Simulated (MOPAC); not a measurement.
MOPAC input (PM6):

```
PM6 PRECISE GNORM=0.05 LET XYZ CHARGE=1 GEO-OK AUX(PRECISION=9) THREADS=1
H2ClSi

Si   -0.96272697 1    0.01639356 1   -0.05969868 1
Cl    0.98761079 1   -0.01681728 1    0.06124173 1
H    -1.63462977 1    1.31893689 1   -0.08644145 1
H    -1.67657612 1   -1.26255284 1   -0.11888637 1
```

Problem. What heat of formation does the run end on?

Solution. 167.26 kcal/mol.
